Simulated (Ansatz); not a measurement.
Geometry optimisation, Ansatz 0.2.0, RKS PBE-D4/def2-TZVP.

Input file:

```yaml
crystal:
  periodic: [false, false, false]
  atoms:
    - { symbol: Ga, position_ang: [0.359721, 0.075023, -0.024603] }
    - { symbol: "N", position_ang: [0.97428, -0.141373, 1.73572] }
    - { symbol: H, position_ang: [0.472916, -0.171346, 2.622246] }
    - { symbol: H, position_ang: [1.929576, 0.18695, 1.850741] }
    - { symbol: H, position_ang: [1.863471, 0.079489, -0.393553] }
    - { symbol: Cl, position_ang: [-1.616763, -0.028744, -0.802851] }
basis:
  gaussian: { orbitals: def2-TZVP }
hamiltonian:
  xc: pbe
  dispersion: d4
relax:
  f_tol: 0.03
  max_steps: 50
```

Launched with:

```bash
$ ansatz run input.yaml --threads 4 --pin off --max-ram 5120MiB --backend cpu --events-out ev --progress --plain --runs-dir out
```

Where does it end, and by what steps?

It converged. After 9 steps the energy has fallen by 0.667 eV; H5 moved furthest, 0.70 Å.

| step | energy less start (eV) | largest force component (eV/Å) | accepted |
| --- | --- | --- | --- |
| 0 | 0.0000 | 1.371 | yes |
| 1 | -0.3284 | 0.885 | yes |
| 2 | -0.5132 | 0.549 | yes |
| 3 | -0.6056 | 0.360 | yes |
| 4 | -0.6354 | 0.971 | yes |
| 5 | -0.6179 | 1.464 | no |
| 6 | -0.6584 | 0.322 | yes |
| 7 | -0.6662 | 0.063 | yes |
| 8 | -0.6667 | 0.037 | yes |
| 9 | -0.6667 | 0.002 | yes |

```xyz
6
Properties=species:S:1:pos:R:3
Ga 0.657 0.041 0.025
N 0.950 -0.030 1.813
H 0.199 -0.116 2.490
H 1.868 0.011 2.242
H 1.745 0.174 -1.076
Cl -1.437 -0.080 -0.506
```

Whether the end is a true minimum wasn't checked by a vibrational analysis.

Time of the run: 19 s on 4 threads of Intel(R) Xeon(R) Platinum 8175M CPU @ 2.50GHz (Skylake/Cascade Lake) (shared host), peak memory 0.18 GiB.
